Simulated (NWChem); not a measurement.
System: C3H3BFN; SMILES FB1C=CC=N1

Parts of the log:

```
             Northwest Computational Chemistry Package (NWChem) 7.3.0
             --------------------------------------------------------

                             Geometry "geometry" -> ""
                             -------------------------

 Output coordinates in angstroms (scale by  1.889725989 to convert to a.u.)

  No.       Tag          Charge          X              Y              Z
 ---- ---------------- ---------- -------------- -------------- --------------
    1 F                    9.0000     0.04020600    -2.06898200     0.00000000
    2 B                    5.0000     0.00892300    -0.75094900     0.00000000
    3 C                    6.0000     1.25064100     0.24200200     0.00000000
    4 C                    6.0000     0.65983700     1.44673900     0.00000000
    5 C                    6.0000    -0.84995500     1.23981500     0.00000000
    6 N                    7.0000    -1.26071000     0.02473700     0.00000000
    7 H                    1.0000     2.32086200     0.06946200     0.00000000
    8 H                    1.0000     1.12424400     2.42991800     0.00000000
    9 H                    1.0000    -1.54179700     2.08828900     0.00000000

 Effective nuclear repulsion energy (a.u.)     192.9509078916

  xc_inp: hfexch multiplicative factor not found.
                              NWChem Property Module
                              ----------------------

  itol2e modified to match energy
  convergence criterion.

                                 NWChem DFT Module
                                 -----------------

 Summary of "ao basis" -> "ao basis" (spherical)
 ------------------------------------------------------------------------------
       Tag                 Description            Shells   Functions and Types
 ---------------- ------------------------------  ------  ---------------------
 F                           sto-3g                  3        5   2s1p
 B                           sto-3g                  3        5   2s1p
 C                           sto-3g                  3        5   2s1p
 N                           sto-3g                  3        5   2s1p
 H                           sto-3g                  1        1   1s

  itol2e modified to match energy
  convergence criterion.

            General Information
            -------------------
          SCF calculation type: DFT
          Wavefunction type:  closed shell.
          No. of atoms     :     9
          No. of electrons :    42
           Alpha electrons :    21
            Beta electrons :    21
          Charge           :     0
          Spin multiplicity:     1
          Use of symmetry is: off; symmetry adaption is: off
          Maximum number of iterations: 150
          AO basis - number of functions:    33
                     number of shells:    21
          Convergence on energy requested:  1.00D-07
          Convergence on density requested:  1.00D-05
          Convergence on gradient requested:  5.00D-04

              XC Information
              --------------
                     Hartree-Fock (Exact) Exchange  1.000

      Superposition of Atomic Density Guess
      -------------------------------------

 Sum of atomic energies:        -288.70990521

      Non-variational initial energy
      ------------------------------

 Total energy =    -290.109872
 1-e energy   =    -783.411976
 2-e energy   =     300.351196
 HOMO         =      -0.116354
 LUMO         =       0.105101

[...]

          -----------------------------------------
          Chemical Shielding Tensors (GIAO, in ppm)
          -----------------------------------------

                                NWChem CPHF Module
                                ------------------

  scftype          =     RHF
  nclosed          =       21
  nopen            =        0
  variables        =      252
  # of vectors     =        3
  tolerance        = 0.10D-03
  level shift      = 0.00D+00
  max iterations   =       50
  max subspace     =       30

 SCF residual:    1.9895859647803397E-005

Iterative solution of linear equations
  No. of variables      252
  No. of equations        3
  Maximum subspace       30
        Iterations       50
       Convergence  1.0D-04

   iter   nsub   residual    time
   ----  ------  --------  ---------
     1      3    2.57D+00       2.2
     2      6    7.65D-01       2.3
     3      9    1.27D-01       2.5
     4     12    2.32D-02       2.6
     5     15    6.24D-03       2.7
     6     18    2.41D-03       2.9
     7     21    3.44D-04       3.0
     8     24    6.70D-05       3.2

      Atom:    1  F
        Diamagnetic
    439.4208     -1.0495      0.0000
     -1.0495    482.4242      0.0000
      0.0000      0.0000    440.1468

        Paramagnetic
   -223.2177     14.3907     -0.0000
     14.3907   -252.3574      0.0000
     -0.0000      0.0000    174.1763

        Total Shielding Tensor
    216.2031     13.3412     -0.0000
     13.3412    230.0668      0.0000
     -0.0000      0.0000    614.3231

           isotropic =     353.5310
          anisotropy =     391.1882

          Principal Components and Axis System
                 1           2           3
              614.3231    238.1695    208.1004

      1         0.0000      0.5191      0.8547
      2         0.0000      0.8547     -0.5191
      3         1.0000      0.0000      0.0000

      Atom:    2  B
        Diamagnetic
    202.9453     -0.2495     -0.0000
     -0.2495    209.2670      0.0000
     -0.0000      0.0000    188.7109

        Paramagnetic
   -126.7465      4.0330     -0.0000
      4.0330   -113.7577     -0.0000
     -0.0000     -0.0000    -83.8306

        Total Shielding Tensor
     76.1988      3.7836     -0.0000
      3.7836     95.5093     -0.0000
     -0.0000     -0.0000    104.8803

           isotropic =      92.1962
          anisotropy =      19.0262

          Principal Components and Axis System
                 1           2           3
              104.8803     96.2242     75.4840

      1         0.0000      0.1857      0.9826
      2         0.0000      0.9826     -0.1857
      3         1.0000      0.0000      0.0000

      Atom:    3  C
        Diamagnetic
    261.4341     -0.2671      0.0000
     -0.2671    261.5177     -0.0000
      0.0000     -0.0000    236.6239

        Paramagnetic
   -268.9039    -36.2025     -0.0000
    -36.2025   -146.6137     -0.0000
     -0.0000     -0.0000     -5.2150

        Total Shielding Tensor
     -7.4698    -36.4697     -0.0000
    -36.4697    114.9040     -0.0000
     -0.0000     -0.0000    231.4089

           isotropic =     112.9477
          anisotropy =     177.6918

          Principal Components and Axis System
                 1           2           3
              231.4089    124.9482    -17.5140

      1         0.0000     -0.2655      0.9641
      2         0.0000      0.9641      0.2655
      3         1.0000      0.0000      0.0000

      Atom:    4  C
        Diamagnetic
    263.0603     -0.3583      0.0000
     -0.3583    261.1290     -0.0000
      0.0000     -0.0000    237.7466

        Paramagnetic
   -247.7363    -74.6795      0.0000
    -74.6795   -161.7689     -0.0000
      0.0000     -0.0000    -40.7525

        Total Shielding Tensor
     15.3240    -75.0378      0.0000
    -75.0378     99.3602     -0.0000
      0.0000     -0.0000    196.9940

           isotropic =     103.8927
          anisotropy =     139.6520

          Principal Components and Axis System
                 1           2           3
              196.9940    143.3432    -28.6590

      1         0.0000     -0.5057      0.8627
      2         0.0000      0.8627      0.5057
      3         1.0000      0.0000      0.0000

      Atom:    5  C
        Diamagnetic
    263.3192      0.6324      0.0000
      0.6324    261.1613      0.0000
      0.0000      0.0000    239.7340

        Paramagnetic
   -292.0553     72.0759      0.0000
     72.0759   -169.9799      0.0000
      0.0000      0.0000    -65.0071

        Total Shielding Tensor
    -28.7361     72.7083      0.0000
     72.7083     91.1814      0.0000
      0.0000      0.0000    174.7269

           isotropic =      79.0574
          anisotropy =     143.5043

          Principal Components and Axis System
                 1           2           3
              174.7269    125.4646    -63.0193

      1         0.0000      0.4265      0.9045
      2         0.0000      0.9045     -0.4265
      3         1.0000      0.0000      0.0000

      Atom:    6  N
        Diamagnetic
    315.3890     -3.8149     -0.0000
     -3.8149    328.3710      0.0000
     -0.0000      0.0000    296.8345

        Paramagnetic
   -389.4820    164.8248      0.0000
    164.8248   -568.3303      0.0000
      0.0000      0.0000     68.7036

        Total Shielding Tensor
    -74.0930    161.0100     -0.0000
    161.0100   -239.9593      0.0000
     -0.0000      0.0000    365.5381

           isotropic =      17.1619
          anisotropy =     522.5642

          Principal Components and Axis System
                 1           2           3
              365.5381   -338.1397     24.0874

      1         0.0000     -0.5206      0.8538
      2         0.0000      0.8538      0.5206
      3         1.0000      0.0000      0.0000

      Atom:    7  H
        Diamagnetic
     42.9026     -2.9017      0.0000
     -2.9017     26.9017     -0.0000
      0.0000     -0.0000     23.3411

[...]
```

Level: Hartree-Fock/STO-3G, GIAO. STO-3G and 3-21G are far too small for this property and stand as cheap habits. Coordinates come from a B3LYP/6-31G* (spherical d) optimisation. The printed shielding anisotropy is the first printed principal value minus the mean of the other two.

Q: Reconstruct the input file.

A: This is not unique; one that fits is the input that was run:
```
start job
memory heap 200 mb stack 900 mb global 1100 mb
geometry units angstroms noautosym nocenter noautoz
  F      0.040206    -2.068982     0.000000
  B      0.008923    -0.750949     0.000000
  C      1.250641     0.242002     0.000000
  C      0.659837     1.446739     0.000000
  C     -0.849955     1.239815     0.000000
  N     -1.260710     0.024737     0.000000
  H      2.320862     0.069462     0.000000
  H      1.124244     2.429918     0.000000
  H     -1.541797     2.088289     0.000000
end
basis spherical
  F library sto-3g
  B library sto-3g
  C library sto-3g
  N library sto-3g
  H library sto-3g
end
dft
  xc hfexch
  iterations 150
end
property
  shielding
end
task dft property
```
